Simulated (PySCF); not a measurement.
Ligands exchanged one at a time, In NH2-H. Isolated molecules, 0 K electronic values unless said otherwise. One relaxed conformer stands for each flexible species; it need not be the lowest. Strings in code marks are SMILES.

The four lowest singlet excitations (Tamm–Dancoff). The numbers are results of CAM-B3LYP-D3(BJ)/def2-TZVP run with PySCF 2.14.0, not measurements. Excitations are Tamm–Dancoff values on a coarser integration grid. The basis has no diffuse functions, so Rydberg states are missing or too high.

```tsv
state	energy (eV)	wavelength (nm)	oscillator strength
S1	5.22	238	0.002
S2	5.66	219	0.061
S3	5.79	214	0.122
S4	6.27	198	0.037
```

Identify which member gives these states.
A. `[NH2][InH][NH2]`
B. `[NH2][In]([NH2])[NH2]`
C. `[NH2][InH2]`

A, `[NH2][InH][NH2]`
